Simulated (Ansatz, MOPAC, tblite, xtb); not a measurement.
Energy landscape of CCl2, singlet: symmetric bend, bond length relaxed. Scanned: Cl-C-Cl angle. Other coordinates (C-Cl bond length) were minimised at B3LYP/def2-TZVP.

GFN2-xTB, 300 K electronic temperature (tblite); GFN1-xTB (xtb); PM3, restricted, heats of formation (MOPAC); CCSD(T)/aug-cc-pVQZ = CCSD(T) on RHF/aug-cc-pVQZ, frozen core (Ansatz, a first-principles code).

Energies relative to the lowest point of each profile, in kJ/mol; the last columns give the difference from CCSD(T):

```csv
a / °,GFN2-xTB,GFN1-xTB,PM3,CCSD(T)/aug-cc-pVQZ,GFN2-xTB − CCSD(T)/aug-cc-pVQZ,GFN1-xTB − CCSD(T)/aug-cc-pVQZ,PM3 − CCSD(T)/aug-cc-pVQZ
167,200.0,164.0,—,276.8,-76.8,-112.8,—
157,148.3,124.4,—,215.9,-67.6,-91.5,—
147,96.4,83.1,65.6,145.9,-49.5,-62.8,-80.3
137,52.1,44.7,36.2,84.8,-32.7,-40.1,-48.6
127,18.3,14.9,11.8,37.4,-19.1,-22.5,-25.6
117,0.0,0.0,0.0,7.4,-7.4,-7.4,-7.4
107,2.7,6.3,5.6,0.0,2.7,6.3,5.6
97,34.4,42.9,34.7,22.8,11.7,20.2,12.0
87,106.5,123.1,94.5,87.0,19.5,36.2,7.6
80,188.6,214.5,160.5,164.3,24.3,50.1,-3.9
```

GFN2-xTB is furthest from CCSD(T)/aug-cc-pVQZ at 167 (-76.8 kJ/mol, below); its mean absolute difference over the points is 31.1 kJ/mol.

GFN1-xTB is furthest from CCSD(T)/aug-cc-pVQZ at 167 (-112.8 kJ/mol, below); its mean absolute difference over the points is 45.0 kJ/mol.

PM3 is furthest from CCSD(T)/aug-cc-pVQZ at 147 (-80.3 kJ/mol, below); its mean absolute difference over the points is 23.9 kJ/mol.

A dash means that the run gave no value there, or that the column was ended at a point which the program doubted or which failed a test of continuity chosen for this set; such a test can also cut sound points.
